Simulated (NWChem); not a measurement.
Species: CH8Si2; SMILES C[SiH2][SiH3]

Computed with NWChem. The geometry was optimised at PBE0/def2-SVP. Total energies compare along this basis series because the functional is fixed.

| level | basis functions | energy (Ha) | highest occupied level (eV) | orbital gap (eV) | dipole (D) | relative time |
|---|---|---|---|---|---|---|
| B3LYP/def2-SVP | 90 | -621.7317 | -7.83 | 8.13 | 0.91 | 1 |
| B3LYP/def2-SVPD | 132 | -621.7380 | -7.85 | 7.74 | 0.88 | 3 |
| B3LYP/def2-TZVP | 153 | -621.9849 | -7.83 | 7.75 | 0.91 | 4 |
| B3LYP/def2-TZVPP | 227 | -621.9871 | -7.83 | 7.75 | 0.91 | 7 |

Times are rough ratios from one shared machine.
